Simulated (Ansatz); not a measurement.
A nudged elastic band was laid between two geometries of ClGeH3 (5 atoms, charge 0, multiplicity 1).

Level of theory: RKS PBE0/def2-SVP in Ansatz 0.2.0.

```json
{
  "movable images": "7",
  "climbing image": "yes",
  "spring": "5.0 eV/Å²",
  "optimiser": "quadratic models (default)",
  "start path": "through a guess of the saddle point",
  "force threshold": "0.05 eV/Å",
  "iteration limit": "60",
  "end points": "relaxed"
}
```

First end point:

```xyz
5
Properties=species:S:1:pos:R:3
Ge 0.267 0.018 0.189
H 0.239 -0.038 1.722
H 1.703 -0.038 -0.348
H -0.481 1.248 -0.340
Cl -0.768 -1.736 -0.543
```

Last end point:

```xyz
5
Properties=species:S:1:pos:R:3
Ge 0.158 0.096 -0.933
H 0.965 0.157 1.280
H 1.570 -0.088 0.862
H -0.724 1.023 0.032
Cl -1.009 -1.735 -0.560
```

Q: Which bonds break or form, and what moves?

A: Bonds broken: Ge1–H2, Ge1–H3. Bonds formed: H2–H3. ClGeH3 becomes ClGeH + H2.

Q: What energy profile does the band end with?

A: The run converged. The highest image is number 5 of 0 to 8, 57.0 kcal/mol above the first end and 24.6 kcal/mol above the last; the last end lies 32.4 kcal/mol above the first. A vibrational analysis at the climbing image gives one clearly imaginary mode, 1218i cm⁻¹: a first-order saddle point. The orbitals stay closed-shell, which can raise the energy where a bond breaks towards radicals; this wasn't checked here.

| image | path coordinate (Å) | energy (kcal/mol) | Ge1–H2 (Å) | Ge1–H3 (Å) | H2–H3 (Å) |
| --- | --- | --- | --- | --- | --- |
| 0 | 0.00 | 0.0 | 1.53 | 1.53 | 2.54 |
| 1 | 0.26 | 3.4 | 1.51 | 1.53 | 2.31 |
| 2 | 0.51 | 14.1 | 1.51 | 1.52 | 2.07 |
| 3 | 0.77 | 31.2 | 1.54 | 1.51 | 1.82 |
| 4 | 1.02 | 49.2 | 1.62 | 1.51 | 1.58 |
| 5 | 1.28 | 57.0 | 1.73 | 1.56 | 1.33 |
| 6 | 1.60 | 45.0 | 1.87 | 1.69 | 0.98 |
| 7 | 1.92 | 33.3 | 2.12 | 2.01 | 0.79 |
| 8 | 2.24 | 32.4 | 2.36 | 2.29 | 0.77 |

Q: What is the geometry of the highest image?

A: 
```xyz
5
Properties=species:S:1:pos:R:3:forces:R:3
Ge 0.294 0.039 -0.468 0.00 -0.02 0.00
H 0.559 0.089 1.243 0.00 0.01 0.00
H 1.578 -0.097 0.401 0.00 -0.01 0.00
H -0.592 1.217 -0.033 -0.01 0.01 0.01
Cl -0.878 -1.794 -0.464 0.01 0.01 0.00
```

Q: What are the harmonic wavenumbers there?

A: 1218i, 417, 499, 579, 630, 931, 1552, 2119, 2170 cm⁻¹.

Time of the run: 2.4 min on 1 thread of Arm Neoverse V1 (shared host), peak memory 0.12 GiB.
